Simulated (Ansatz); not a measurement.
Job for Ansatz (a first-principles code): U-CCSD(T)/def2-TZVPP on InCl, a point of a bond scan (R = 6.591 Å). Elements past Kr take the def2 small-core potentials; no spin–orbit coupling. The run froze 14 orbitals, filled d shells among them.

Ansatz 0.2 input:
```yaml
crystal:
  periodic: [false, false, false]
  atoms:
    - {symbol: In, position_ang: [-0.00000000, -0.00000000, -0.62874031]}
    - {symbol: Cl, position_ang: [0.00000000, 0.00000000, 5.96193750]}
basis:
  gaussian:
    orbitals: def2-TZVPP
correlation: {method: ccsd_t, electrons: outside_noble_gas}
scf: {omitted_lower_state_checks: [cluster_reference]}
magnetization: {spin_polarized: true, initial_magnetization: 0}
```

It printed:

```
WARN ansatz: RAYON_NUM_THREADS=1 ignored (pool sized by the plan → 1); use --threads N
Functional definition: HF
these checks for a lower state are left out or cut short: cluster_reference
integrals: 0.13 GiB planned
735 factors; integrals over basis functions are off by at most 5.9e-4 eV
mean field: 0.31 GiB planned
mean field evaluation 1: about -17649.6169 eV, gradient 1.4e1 eV
mean field evaluation 2: about -17649.6169 eV, gradient 1.4e1 eV
mean field evaluation 4: about -17650.8064 eV, gradient 5.6e-1 eV
mean field evaluation 8: about -17650.8253 eV, gradient 4.0e-4 eV
mean field evaluation 16: about -17649.8758 eV, gradient 1.6e1 eV
mean field evaluation 32: about -17651.6708 eV, gradient 5.4e-4 eV
mean field evaluation 64: about -17650.8026 eV, gradient 1.6e-2 eV
mean field evaluation 96: about -17651.6723 eV, gradient 1.2e-4 eV
mean field evaluation 128: about -17651.6768 eV, gradient 9.1e-5 eV
mean field evaluation 160: about -17651.6668 eV, gradient 9.9e-2 eV
mean field evaluation 192: about -17651.6708 eV, gradient 4.7e-3 eV
mean field evaluation 224: about -17651.6716 eV, gradient 8.1e-2 eV
mean field evaluation 256: about -17651.6768 eV, gradient 1.5e-1 eV
mean field evaluation 288: about -17651.6753 eV, gradient 1.9e-2 eV
mean field evaluation 320: about -17651.6630 eV, gradient 6.4e-1 eV
mean field evaluation 352: about -17651.6723 eV, gradient 1.3e-5 eV
mean field evaluation 384: about -17651.6764 eV, gradient 1.6e-2 eV
mean field evaluation 416: about -17651.1505 eV, gradient 6.9e0 eV
mean field evaluation 448: about -17651.6708 eV, gradient 6.7e-3 eV
mean field -17651.67679623 eV, -648.6871575251 hartree, gradient 2.4e-6 eV, S^2 1.021592; 21 other end points of the search recorded, 0 dependent functions left out
14 core orbitals not correlated, not the lowest: weight in the atoms' cores, before any rotation towards them, 1.000 or more for the frozen orbitals, at most 0.000 for the correlated occupied ones
reference -17651.67679623 eV, -648.6871575251 hartree; 5, 5 occupied and 73, 73 virtual orbitals, 735 factors
second order -5.12847129 eV of doubles, -0.00000000 eV of singles
coupled cluster: 0.33 GiB planned
cycle   1  -5.81923398 eV  change   -6.9e-1 eV  update   6.6e-2
cycle   2  -6.07560447 eV  change   -2.6e-1 eV  update   2.6e-2
cycle   3  -6.08470270 eV  change   -9.1e-3 eV  update   1.1e-2
cycle   4  -6.08335990 eV  change    1.3e-3 eV  update   6.0e-3
cycle   5  -6.08385895 eV  change   -5.0e-4 eV  update   7.6e-3
cycle   6  -6.08461829 eV  change   -7.6e-4 eV  update   7.2e-3
cycle   7  -6.08787104 eV  change   -3.3e-3 eV  update   6.1e-3
cycle   8  -6.08996464 eV  change   -2.1e-3 eV  update   2.8e-3
cycle   9  -6.08997289 eV  change   -8.2e-6 eV  update   4.9e-4
cycle  10  -6.09017272 eV  change   -2.0e-4 eV  update   1.8e-4
cycle  11  -6.09021885 eV  change   -4.6e-5 eV  update   1.1e-4
cycle  12  -6.09016750 eV  change    5.1e-5 eV  update   7.4e-5
cycle  13  -6.09015980 eV  change    7.7e-6 eV  update   4.9e-5
cycle  14  -6.09015565 eV  change    4.2e-6 eV  update   2.0e-5
cycle  15  -6.09015888 eV  change   -3.2e-6 eV  update   1.5e-5
cycle  16  -6.09016814 eV  change   -9.3e-6 eV  update   1.1e-5
coupled cluster: 0.33 GiB planned
perturbative correction -0.17785614 eV, -0.0065360926 hartree
WARN: the results are in doubt because among natural orbitals the method converges to other amplitudes
Total energy: -17657.94482051 eV, -648.9175031687 hartree
In doubt: among natural orbitals the method converges to other amplitudes
Checks for a lower state left out: cluster_reference
```

The run converged. Its determinant has ⟨S²⟩ = 1.02, a mixture of spin states.

Warnings raised: other amplitudes.

Cost: around 29 core-seconds (rough).
